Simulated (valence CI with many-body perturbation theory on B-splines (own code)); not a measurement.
## Missing levels of W LXII

Computed by relativistic CI+MBPT: three valence electrons over a frozen Dirac-Fock core [Ne], a basis of 11 s, 11 p, 9 d, 7 f, 5 g, 2 h, 1 i functions for each j, with the one-electron correlation potential Σ1, the two-electron term Σ2, the three-electron term Σ3, Breit, model QED; selected CI, second order for the rest (own B-spline code, finite nucleus).

The last digits are not significant, and no measured levels were compared; by estimate large intervals hold to a few tenths of a per cent, small ones and those within an open d or f shell to about a per cent.

| Level | E (eV) |
| --- | --- |
| (3s^2 3p1/2) J=1/2 | 0.00 |
| (3s 3p1/2^2) J=1/2 | 167.48 |
| (3s^2 3p3/2) J=3/2 | 363.54 |
| (3s 3p1/2 3p3/2) J=3/2 [a] | 500.69 |
| (3s 3p1/2 3p3/2) J=5/2 | ? |
| (3s 3p1/2 3p3/2) J=3/2 [b] | 539.93 |
| (3s 3p1/2 3p3/2) J=1/2 | ? |
| (3s^2 3d3/2) J=3/2 | 597.40 |
| (3s^2 3d5/2) J=5/2 | 670.69 |
| (3p1/2^2 3p3/2) J=3/2 | ? |
| (3s 3p1/2 3d3/2) J=3/2 [a] | ? |
| (3s 3p1/2 3d3/2) J=5/2 | 729.53 |
| (3s 3p1/2 3d3/2) J=1/2 | 756.03 |
| (3s 3p1/2 3d3/2) J=3/2 [b] | ? |
| (3s 3p1/2 3d5/2) J=5/2 [a] | 811.77 |
| (3s 3p1/2 3d5/2) J=7/2 | 825.95 |
| (3s 3p1/2 3d5/2) J=5/2 [b] | 836.22 |
| (3s 3p1/2 3d5/2) J=3/2 | 841.09 |
| (3s 3p3/2^2) J=5/2 | ? |
| (3s 3p3/2^2) J=1/2 | 913.64 |

Levels are named by their leading jj configuration (3d3/2^4 stands for four electrons in 3d with j = 3/2), which in mixed levels can hold well under half, so a name can repeat and another be missing. Letters in brackets count levels of one name in rising energy.

(1) The levels stand in rising order. What does the calculation give for the missing energies?

## Answers

(1) (3s 3p1/2 3p3/2) J=5/2 518.87; (3s 3p1/2 3p3/2) J=1/2 550.02; (3p1/2^2 3p3/2) J=3/2 703.98; (3s 3p1/2 3d3/2) J=3/2 [a] 717.33; (3s 3p1/2 3d3/2) J=3/2 [b] 762.73; (3s 3p3/2^2) J=5/2 876.32.
